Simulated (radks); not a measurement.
All-electron atom: Ag2+ in [Kr] 4d7 5s1 5p1 (not the ground configuration).

All-electron calculation, Dirac Kohn-Sham, LDA (Slater exchange, Perdew-Wang correlation), spin-unpolarised, spherical densities, finite nucleus; open shells fill j = l - 1/2 first; Fermi nuclear charge, rms radius 4.5454 fm. Program: a radial shooting solver on a logarithmic mesh with Libxc functionals.

Energy parts (eV):
total: -144495.841
kinetic: 151182.749
electron-nucleus: -349055.391
Hartree: 57271.148
exchange-correlation: -3894.346

Orbitals (lengths in bohr, moments of r in powers of bohr; r(max) is where P^2 peaks):
orbital  occ.  eigenvalue (eV)      <r^4>   r(max)     <r^2>      <r>
1s1/2       2        -25318.01  4.466e-06  0.02018  0.001311  0.03114
2s1/2       2        -3758.430  0.0007928   0.1142   0.02144   0.1347
2p1/2       2        -3497.365  0.0005156  0.08820   0.01601   0.1142
2p3/2       4        -3322.325  0.0005943  0.09246   0.01734   0.1192
3s1/2       2        -717.4950    0.03727   0.3332    0.1558   0.3689
3p1/2       2        -613.5300    0.03684   0.3194    0.1511   0.3604
3p3/2       4        -582.6161    0.04127   0.3294    0.1602   0.3713
3d3/2       4        -397.8672    0.03729   0.2717    0.1410   0.3438
3d5/2       6        -391.6318    0.03866   0.2746    0.1437   0.3473
4s1/2       2        -128.9266      1.264   0.8188    0.9199   0.9014
4p1/2       2         -95.6565      1.723   0.8533     1.053   0.9600
4p3/2       4         -90.2859      1.943   0.8778     1.118   0.9890
4d3/2       4         -38.8545      5.601   0.9951     1.766    1.222
4d5/2       3         -38.1507      5.854    1.005     1.805    1.236
5s1/2       1         -25.3372      57.31    2.093     6.224    2.354
5p1/2       1         -18.2388      108.3    2.412     8.486    2.744
5p3/2       0         -17.6358      119.8    2.483     8.941    2.817

The highest occupied level is 5p1/2 at -18.239 eV. The density falls to 0.001 e/bohr^3 at r = 4.03 bohr.
